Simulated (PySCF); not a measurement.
**Radial density of Xe (xenon, neutral)**

wB97X-V, [Xe], closed-shell 1S. All numbers are calculated (PySCF 2.14, the spin-free X2C one-electron Hamiltonian (Gaussian nucleus), in x2c-TZVPPall (8s6p4d2f, 60 functions)).

```
r (bohr)  4πr²ρ (e/bohr)
  0.0242           67.26
  0.0408           61.98
  0.0686           86.99
   0.115           76.95
   0.194           71.32
   0.326           55.23
   0.549           26.69
   0.923           20.37
    1.55           6.112
    2.61           2.731
    4.39          0.2724
    7.39       0.0005811
```

Densities and radii are taken from the X2C orbitals without a picture-change correction, which distorts them close to the nucleus.
